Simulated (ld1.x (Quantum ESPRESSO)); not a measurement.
## cadmium: PAW pseudisation with PBEsol, scalar-relativistic reference atom.

| Item | Value |
| --- | --- |
| Element | cadmium (Cd) |
| Generator | ld1.x (Quantum ESPRESSO) 7.5 |
| Type | PAW |
| Functional | PBEsol |
| Relativity | scalar-relativistic |
| Frozen core | [Kr] |
| Valence charge | 12 |
| Reference configuration | 4d10 5s2 5p0 |
| Partial waves | 5s (bound): rcut 1.70, rcutus 2.05 bohr; 5s channel at 1.85 Ry: rcut 1.70, rcutus 2.05 bohr; 5p (bound, empty): rcut 2.90, rcutus 3.20 bohr; 5p channel at 0.65 Ry: rcut 2.90, rcutus 3.20 bohr; 4d (bound): rcut 2.05, rcutus 2.15 bohr; 4d channel at 0.85 Ry: rcut 2.05, rcutus 2.15 bohr |
| Local potential | all-electron potential smoothed inside 2.30 bohr (lloc = -2) |
| Core correction | Bessel-smoothed model core inside 1.60 bohr |
| Augmentation charge | PSQ, radius 1.45 bohr |

All-electron outer shells of the reference configuration (PBEsol, scalar-relativistic, ld1.x):

```json
{"shell": "4s", "level (eV)": "-105.81", "outermost node (bohr)": "0.43", "outermost maximum (bohr)": "0.79"}
{"shell": "4p", "level (eV)": "-66.89", "outermost node (bohr)": "0.43", "outermost maximum (bohr)": "0.84"}
{"shell": "4d", "level (eV)": "-11.73", "outermost node (bohr)": "0.42", "outermost maximum (bohr)": "0.98"}
{"shell": "5s", "level (eV)": "-5.70", "outermost node (bohr)": "1.07", "outermost maximum (bohr)": "2.32"}
{"shell": "5p", "level (eV)": "-1.14", "outermost node (bohr)": "1.20", "outermost maximum (bohr)": "3.29"}
```

Q: Does the generator finish with these settings?

A: Yes, a potential is produced and its reference levels are reproduced.

Q: Estimate the cutoffs (Ry, on a coarse ladder) from which the occupation-weighted sum of valence levels, in a spherical-Bessel basis at the reference potential, stays within 10 and 1 mRy of its value at 400 Ry.

A: 25 Ry and 40 Ry.

Q: Does the potential have ghost states?

A: No extra level below or beside the all-electron valence levels (s, p, d, f tested).

Q: Is the overlap operator S = 1 + Σ q|β⟩⟨β| positive definite (Bessel basis up to 400 Ry)?

A: Yes: its lowest eigenvalue is 0.11 (d channel).

Q: Which valence shell sets the plane-wave cutoff?

A: 4d: its level needs 25 Ry to come within 1 mRy, against 10 Ry for 5s.

Its largest configuration-test error is -74 meV (4d9 5s2 5p0). 1 of 7 tests not solved or not reliable. Not counted: 4d9 5s0 5p0 (solver errors, printed error -817 eV).
